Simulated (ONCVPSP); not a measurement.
Cl: excitation energies, all-electron against ONCV

Cl (Z = 17), optimised norm-conserving Vanderbilt (ONCV), made with ONCVPSP 4.0.1 (PBE, scalar-relativistic). Core [Ne], reference 3s2 3p3 (charge +2). Waves: 3s: rc 0.90 bohr, ncon 3, nbas 7, qcut 6.9 1/bohr, 2 projectors, debl 2.9 Ha; 3p: rc 1.35 bohr, ncon 4, nbas 7, qcut 6.7 1/bohr, 2 projectors, debl 1.4 Ha; d scattering state at 0.12 Ha: rc 0.90 bohr, ncon 4, nbas 9, qcut 11.3 1/bohr, local. Local part: the d channel. Core correction: polynomial model core, fcfact 0.15.

Energies are relative to the spin-unpolarised reference configuration 3s2 3p3; without spin polarisation the order of configurations can differ from experiment.

(1) Give the all-electron excitation energy and the error of the potential for: 3s2 3p5; 3s2 3p4; 3s2 3p2; 3s1 3p5.

Levels in the configuration 3s2 3p2:

| level | all-electron (eV) | pseudo (eV) |
| --- | --- | --- |
| 3s | -58.878 | -58.855 |
| 3p | -45.114 | -45.081 |

Note: ghosts flagged at negative energy: s at -333.3 eV; no localised positive-energy state flagged. A true bound ghost makes a file unfit for plane-wave use.

## Answers

(1)

| valence configuration | charge | ΔE all-electron (eV) | error AE − PS (meV) |
| --- | --- | --- | --- |
| 3s2 3p5 | 0 | -39.322 | +18 |
| 3s2 3p4 | +1 | -25.447 | +8.3 |
| 3s2 3p2 | +3 | 38.307 | +11 |
| 3s1 3p5 | +1 | -12.738 | +6.5 |
